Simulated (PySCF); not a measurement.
Al(Cl)(OH)(SeH) (AlClH2OSe), SMILES [OH][Al]([Cl])[SeH].

Geometry optimised at r2SCAN-D4/def2-SVP. The structure was generated by enumeration; whether it is a known compound was not checked. One conformer was computed; it need not be the lowest.

Two levels are set side by side: PBE/def2-TZVP (PySCF) and CAM-B3LYP/def2-TZVP (PySCF). Same geometry, gas phase. Differences are taken from unrounded values.

| quantity | CAM-B3LYP |
|---|---|
| orbital gap (eV) | 8.85 |
| highest occupied level (eV) | -8.79 |
| lowest empty level (eV) | 0.06 |
| dipole moment (D) | 1.50 |
| mean polarisability (bohr³) | 63.4 |

### Question
What does PBE give, and how far is it from CAM-B3LYP? (Estimate from the structure and the level; the computed values follow.)

### Answer

```
quantity                       PBE  PBE minus CAM-B3LYP
---------------------------  -----  -------------------
orbital gap (eV)              4.72                -4.13
highest occupied level (eV)  -6.39                 2.40
lowest empty level (eV)      -1.68                -1.73
dipole moment (D)             1.40                -0.11
mean polarisability (bohr³)   67.3                  3.9
```

Without exact exchange PBE keeps part of each electron's self-repulsion, which lifts occupied levels and narrows the gap. PBE's more diffuse valence density responds more strongly to a field. Differences between two approximate levels are no errors against the true value.

Rough cost on one machine, each run with all the roots and properties that it gave: CAM-B3LYP against PBE within a factor of 2.
